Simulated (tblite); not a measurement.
Parent: `[CH2:1]=[CH:2][Si@@H:3]([OH:4])[N:5]([CH3:6])[CH3:7]` with C1–C2–Si3–O4 -62°, C2–Si3–O4–H 57°, C2–Si3–N5–C6 -167°, C4H11NOSi.

Structures optimised with GFN2-xTB, isolated species. One conformer each, not checked by frequencies here.

```json
{"coordinate of the parent": "C1=C2", "value": "1.323 Å"}
{"coordinate of the parent": "C2–Si3", "value": "1.888 Å"}
{"coordinate of the parent": "Si3–O4", "value": "1.630 Å"}
{"coordinate of the parent": "Si3–N5", "value": "1.725 Å"}
{"coordinate of the parent": "N5–C6", "value": "1.443 Å"}
{"coordinate of the parent": "N5–C7", "value": "1.442 Å"}
{"coordinate of the parent": "C1–C2–Si3", "value": "124.9°"}
{"coordinate of the parent": "C2–Si3–O4", "value": "113.6°"}
{"coordinate of the parent": "C2–Si3–N5", "value": "106.3°"}
{"coordinate of the parent": "O4–Si3–N5", "value": "108.5°"}
{"coordinate of the parent": "Si3–N5–C6", "value": "120.1°"}
{"coordinate of the parent": "Si3–N5–C7", "value": "122.3°"}
{"coordinate of the parent": "C6–N5–C7", "value": "112.1°"}
```

Q: How does the shared frame change in `[CH2:1]=[CH:2][Si@@H:3]([OH:4])[N:5]([CH3:6])[CH2:7][CH2:8][SiH3:9]` with C1–C2–Si3–O4 140°, C2–Si3–O4–H 59°, C2–Si3–N5–C6 -167°, Si3–N5–C7–C8 78°, N5–C7–C8–Si9 -172°, C5H15NOSi2? Atoms pair as C1 = C1, C2 = C2, Si3 = Si3, O4 = O4, N5 = N5, C6 = C6, C7 = C7 (parent first).

A: 
| parent | relative | value in the relative | change |
| --- | --- | --- | --- |
| C1=C2 | C1=C2 | 1.322 Å | -0.001 |
| C2–Si3 | C2–Si3 | 1.884 Å | -0.004 |
| Si3–O4 | Si3–O4 | 1.631 Å | +0.001 |
| Si3–N5 | Si3–N5 | 1.727 Å | +0.002 |
| N5–C6 | N5–C6 | 1.444 Å | +0.001 |
| N5–C7 | N5–C7 | 1.445 Å | +0.003 |
| C1–C2–Si3 | C1–C2–Si3 | 124.8° | -0.1 |
| C2–Si3–O4 | C2–Si3–O4 | 112.7° | -0.9 |
| C2–Si3–N5 | C2–Si3–N5 | 105.7° | -0.6 |
| O4–Si3–N5 | O4–Si3–N5 | 108.8° | +0.3 |
| Si3–N5–C6 | Si3–N5–C6 | 119.6° | -0.5 |
| Si3–N5–C7 | Si3–N5–C7 | 120.6° | -1.7 |
| C6–N5–C7 | C6–N5–C7 | 113.9° | +1.8 |

Of the parent's bonds, C2–Si3 and N5–C7 change most and about equally (-0.004 to +0.003 Å). Bonds of the relative outside the shared frame: C7–C8 1.529, C8–Si9 1.897 Å. Point group C1 → C1.

Q: How does the shared frame change in `[CH2:1]=[CH:2][CH2:3][N:4]([CH3:5])[Si@H:6]([OH:7])[CH:8]=[CH2:9]` with C1–C2–C3–N4 130°, C2–C3–N4–C5 -70°, C3–N4–Si6–O7 -37°, N4–Si6–O7–H -59°, N4–Si6–C8–C9 -100°, C6H13NOSi? Atoms pair as C1 = C9, C2 = C8, Si3 = Si6, O4 = O7, N5 = N4, C6 = C3, C7 = C5 (parent first).

A: 
| parent | relative | value in the relative | change |
| --- | --- | --- | --- |
| C1=C2 | C9=C8 | 1.322 Å | -0.001 |
| C2–Si3 | C8–Si6 | 1.885 Å | -0.003 |
| Si3–O4 | Si6–O7 | 1.630 Å | 0.000 |
| Si3–N5 | Si6–N4 | 1.724 Å | -0.001 |
| N5–C6 | N4–C3 | 1.449 Å | +0.006 |
| N5–C7 | N4–C5 | 1.443 Å | +0.001 |
| C1–C2–Si3 | C9–C8–Si6 | 124.7° | -0.2 |
| C2–Si3–O4 | C8–Si6–O7 | 112.9° | -0.7 |
| C2–Si3–N5 | C8–Si6–N4 | 105.7° | -0.6 |
| O4–Si3–N5 | O7–Si6–N4 | 108.7° | +0.2 |
| Si3–N5–C6 | Si6–N4–C3 | 121.3° | +1.2 |
| Si3–N5–C7 | Si6–N4–C5 | 122.0° | -0.3 |
| C6–N5–C7 | C3–N4–C5 | 112.4° | +0.3 |

Of the parent's bonds, N5–C6 changes most (+0.006 Å). Bonds of the relative outside the shared frame: C1=C2 1.319, C2–C3 1.500 Å. Point group C1 → C1.

The numbers are calculated, not measured.
